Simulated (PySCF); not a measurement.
Delta-SCF ions had no search for a lower state. Excitations are Tamm–Dancoff values on a coarser integration grid. The basis has no diffuse functions, so Rydberg states are missing or too high.

Z-matrix (Å, degrees):
```
C
H 1 1.0960
H 1 1.0976 2 107.78
O 1 1.4205 2 112.72 3 116.27
H 4 0.9648 1 107.65 2 59.05
C 1 1.4966 2 110.52 3 -117.79
H 6 1.0949 1 113.09 2 -164.80
S 6 1.6128 7 121.10 1 -179.93
```
Charge 0, spin multiplicity 1.

Question: What is the computed HOMO–LUMO gap, dipole moment, vertical ionisation energy (Delta-SCF), S1–T1 gap (TDA), T1 excitation (TDA), HOMO, S1 excitation (TDA) and total energy (r2SCAN-D4/def2-TZVP in PySCF 2.14.0)?

Answer: 
```yaml
HOMO–LUMO gap: 2.36 eV
dipole_moment: 1.09 D
vertical ionisation energy (Delta-SCF): 8.86 eV
S1–T1 gap (TDA): 0.62 eV
T1 excitation (TDA): 1.92 eV
HOMO: -5.67 eV
S1 excitation (TDA): 2.54 eV
total_energy: -551.9579 Ha
```
